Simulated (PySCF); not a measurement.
## Ionisation energy of Mn+ by level of theory

Mn+ [Ar] 3d5 4s1 (7S) → Mn(2+) [Ar] 3d5 (6S), as a difference of total energies. All numbers are calculated (PySCF 2.14, the spin-free X2C one-electron Hamiltonian (Gaussian nucleus), in x2c-TZVPPall (6s5p4d2f1g, 64 functions)). Correlated levels: valence: [Ar] frozen. The calculations carry no spin-orbit coupling.

| method | ionisation energy (eV) |
| --- | --- |
| UHF | 14.856 |
| MP2 (valence) | 15.278 |
| SCS-MP2 (valence) | 14.997 |
| CCSD (valence) | 15.300 |
| CCSD(T) (valence) | 15.313 |

Q: How much does correlation contribute at CCSD(T) (valence)?

A: 15.313 − (14.856) = 0.457 eV, measured against UHF.

Errors of the correlated levels include the incompleteness of this basis and the frozen core.

For comparison: 15.640 eV (measured; NIST Atomic Spectra Database, ionization energies).
